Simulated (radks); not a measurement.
Question: Species: Hf. Configuration: [Xe] 4f14 5d2 6s2 (the NIST ground configuration). Calculated with a radial shooting solver on a logarithmic mesh with Libxc functionals: Dirac Kohn-Sham, PBE, spin-unpolarised, spherical densities, finite nucleus; open shells fill j = l - 1/2 first; Fermi nuclear charge, rms radius 5.347 fm. Some entries of the table are withheld. Estimate them.

orbital,occ.,eigenvalue (eV),<r> (bohr),<r^2> (bohr^2)
1s1/2,2,-65177.98,0.01899,0.0004952
2s1/2,2,-11139.78,0.07978,0.007584
2p1/2,2,-10641.26,0.06612,0.005433
2p3/2,4,-9449.458,0.07385,0.006639
3s1/2,2,-2537.887,0.2082,0.04968
3p1/2,2,-2316.413,0.1981,0.04570
3p3/2,4,-2061.009,0.2124,0.05237
3d3/2,4,(1),(2),(3)
3d5/2,6,(4),(5),(6)
4s1/2,2,-511.0214,(7),0.2477
4p1/2,2,-420.2017,0.4746,0.2567
4p3/2,4,-361.7605,0.5075,0.2932
4d3/2,4,-212.3496,0.5285,0.3244
4d5/2,6,-201.6465,0.5400,0.3385
5s1/2,2,-66.5599,1.136,1.454
5p1/2,2,-40.8864,1.268,1.827
5p3/2,4,-33.1336,1.378,2.164
4f5/2,6,-17.4717,0.6710,(8)
4f7/2,8,-15.7282,0.6839,(9)
6s1/2,2,-5.0323,3.467,13.73
5d3/2,2,(10),2.463,7.629
5d5/2,0,(11),2.604,8.578

Answer: 
(1) 3d3/2 eigenvalue (eV): -1685.435
(2) 3d3/2 <r> (bohr): 0.1863
(3) 3d3/2 <r^2> (bohr^2): 0.04080
(4) 3d5/2 eigenvalue (eV): -1629.729
(5) 3d5/2 <r> (bohr): 0.1908
(6) 3d5/2 <r^2> (bohr^2): 0.04263
(7) 4s1/2 <r> (bohr): 0.4682
(8) 4f5/2 <r^2> (bohr^2): 0.5834
(9) 4f7/2 <r^2> (bohr^2): 0.6088
(10) 5d3/2 eigenvalue (eV): -2.8209
(11) 5d5/2 eigenvalue (eV): -2.3814
